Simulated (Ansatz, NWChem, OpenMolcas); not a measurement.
**Computed against measured: atomisation enthalpy at 298 K**

10 molecules; the atomisation enthalpy at 298 K in kJ/mol, computed less measured. Shapes, held fixed at every level: PBE0-D4/def2-TZVP. Flexible molecules stand in one conformer, not always the lowest. Thermal terms are harmonic and unscaled (PBE/def2-SVP, PBE0-D4/def2-TZVP); the spin-orbit lowering of the free atoms is taken from their spectra. Programs: Ansatz 0.2.0, NWChem 7.3.0, OpenMolcas 26.06. A level may come from different programs for different species; with the same settings they agree closely. Measured values: Active Thermochemical Tables, CRC Handbook of Chemistry and Physics, NIST-JANAF tables.

Levels: A = BLYP/cc-pVDZ; B = r2SCAN/cc-pVDZ; C = B3LYP/cc-pVDZ; D = CCSD/cc-pVDZ.

| molecule | from tabulated heats | A | B | C | D |
| --- | --- | --- | --- | --- | --- |
| BBrCl2 (bromodichloroborane) | 1262 | -62 | +21 | -59 | -138 |
| CBr2ClF (dibromochlorofluoromethane) | 1329 | -58 | -13 | -94 | -237 |
| CBr2F2 (dibromodifluoromethane) | 1484 | -19 | 0 | -68 | -232 |
| CBrClF2 (SMILES FC(F)(Cl)Br) | 1551 | -26 | -4 | -73 | -237 |
| Si(CH3)Cl3 (methyltrichlorosilane) | 2714 | -167 | -35 | -134 | -293 |
| C2H6S (SMILES CSC) | 3056 | -112 | -50 | -83 | -274 |
| CH6N2 (methylhydrazine) | 2875 | -56 | -84 | -56 | -325 |
| C4H4N2 (pyrazine) | 4488 | -32 | -44 | -67 | -507 |
| C4H6 (2-butyne) | 4030 | -107 | -61 | -89 | -358 |
| C3H8O2 (dimethoxymethane) | 4742 | -104 | -58 | -99 | -427 |

(1) Sum up the errors.

Results:

(1) 
```json
{"level": "BLYP/cc-pVDZ", "kind": "GGA", "mean error": "-74.3", "mean absolute error": "74.3", "worst case": "Si(CH3)Cl3"}
{"level": "r2SCAN/cc-pVDZ", "kind": "meta-GGA", "mean error": "-32.8", "mean absolute error": "37.0", "worst case": "CH6N2"}
{"level": "B3LYP/cc-pVDZ", "kind": "global hybrid", "mean error": "-82.2", "mean absolute error": "82.2", "worst case": "Si(CH3)Cl3"}
{"level": "CCSD/cc-pVDZ", "kind": "coupled cluster or CI", "mean error": "-302.8", "mean absolute error": "302.8", "worst case": "C4H4N2"}
```

On this set r2SCAN/cc-pVDZ has the smallest mean absolute error and CCSD/cc-pVDZ the largest. BLYP/cc-pVDZ is too low in 10 of 10; r2SCAN/cc-pVDZ is too low in 8 of 10; B3LYP/cc-pVDZ is too low in 10 of 10; CCSD/cc-pVDZ is too low in 10 of 10. The molecules' own spin-orbit binding is left out, so errors for heavy halides read too negative. The tabulated values of BBrCl2, Si(CH3)Cl3 are in doubt (older tables, estimates, or at odds with other calculations) and kept here. Over the 8 molecules whose values aren't doubted the mean absolute errors are A 64.2; B 39.2; C 78.6; D 324.6. A functional in a double-zeta set wins here by errors that cancel. For CCSD/cc-pVDZ the error grows with the size of the molecule. Correlated wave functions converge slowly with the basis. CCSD also lacks the triples, which bind further. Relativity is left out for Br. Outer-core shells of Br are correlated, in sets that cover them unevenly. The set is small.
